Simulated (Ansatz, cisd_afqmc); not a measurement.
Species: BeSiH4, charge 0, singlet. BeSiH4 (SMILES [BeH][SiH3]).
B3LYP-D3(BJ)/def2-TZVP minimum from Ansatz (a program for electronic structure):
```xyz
6

Be    -1.4823    -0.8186    -0.1878
H     -2.6402    -1.4580    -0.3346
Si     0.4180     0.2308     0.0530
H      1.0742    -0.0878     1.3508
H      0.2515     1.7096     0.0100
H      1.3924    -0.1208    -1.0163
```
Charge 0, spin multiplicity 1.

Atomisation energy term by term, kcal/mol (programs: Ansatz, cisd_afqmc). UHF or UKS for unpaired electrons; spin-orbit terms are left out. Cores are frozen in correlated methods. No relativity. The Monte Carlo rows (phaseless AFQMC, CISD trial, step 0.005/hartree) carry one-sigma bars that omit the constraint's bias. Outlying blocks are dropped, and bars are widened where a walk drifts. Over all cases where full CI ran beside it in this data, AFQMC minus full CI had a median of +0.1 mEh and passed +0.4 mEh in a tenth of the cases. CBS(X,Y): correlation extrapolated as X^-3, Hartree-Fock from the larger set. A bracket is a step between two methods taken in the basis named. For partners of very few electrons the exact lower level stands in for a higher one. The restricted determinant of Be ([Be], singlet) is unstable towards broken spin symmetry in at least one set run.

```tsv
term	basis	kcal/mol
Hartree-Fock	def2-QZVPP	287.38
CCSD correlation	CBS(def2-TZVPP,def2-QZVPP)	69.41
(T)	CBS(def2-TZVPP,def2-QZVPP)	2.42
CCSDT(Q) - CCSD(T)	def2-TZVPP	0.27
CCSDTQ - CCSDT(Q)	def2-SVP	0.01
sum: De		359.5
```

The step beyond CCSD(T) by other levels: CCSDTQ in def2-SVP 0.32; AFQMC/CISD in def2-SVP 0.46 ± 0.09; CCSDT(Q) in def2-SVP 0.31 kcal/mol.
